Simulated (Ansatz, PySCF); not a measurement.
C2HF3Si, SMILES C#C[Si](F)(F)F. Atoms are numbered in the order given.

```xyz
7

C      0.0000     0.0000     2.6949
C      0.0000     0.0000     1.4798
Si     0.0000     0.0000    -0.3194
F     -1.2935    -0.7468    -0.8941
F      1.2935    -0.7468    -0.8941
F      0.0000     1.4937    -0.8942
H      0.0000     0.0000     3.7708
```

Geometry: B3LYP-D3(BJ)/def2-SVP.

Two levels are set side by side: PBE-D3(BJ)/def2-SVP (Ansatz, a program for electronic structure) and B3LYP-D3(BJ)/def2-SVP (Ansatz). Each level has its own optimised geometry; the coordinates shown are those of the second. Frequencies come from the Hessian of PySCF at each geometry. Differences are taken from unrounded values.

```
quantity                            B3LYP-D3(BJ)
----------------------------------  ------------
mean bond length (Å)                       1.482
bond C1–C2 (Å)                             1.215
bond C2–Si3 (Å)                            1.799
bond Si3–F4 (Å)                            1.600
bond Si3–F5 (Å)                            1.600
bond Si3–F6 (Å)                            1.600
bond C1–H7 (Å)                             1.076
highest harmonic wavenumber (cm⁻¹)          3453
mean harmonic wavenumber (cm⁻¹)              843
zero-point energy (kcal/mol)               18.09
```

### Question
What does PBE-D3(BJ) give, and how far is it from B3LYP-D3(BJ)? (Estimate from the structure and the level; the computed values follow.)

### Answer

```
quantity                            PBE-D3(BJ)  PBE-D3(BJ) minus B3LYP-D3(BJ)
----------------------------------  ----------  -----------------------------
mean bond length (Å)                     1.492                          0.010
bond C1–C2 (Å)                           1.226                          0.011
bond C2–Si3 (Å)                          1.804                          0.005
bond Si3–F4 (Å)                          1.613                          0.012
bond Si3–F5 (Å)                          1.613                          0.012
bond Si3–F6 (Å)                          1.613                          0.012
bond C1–H7 (Å)                           1.083                          0.008
highest harmonic wavenumber (cm⁻¹)        3387                            -65
mean harmonic wavenumber (cm⁻¹)            816                            -27
zero-point energy (kcal/mol)             17.51                          -0.58
```

Exact exchange shortens and stiffens bonds; PBE has none. Differences between two approximate levels are no errors against the true value.
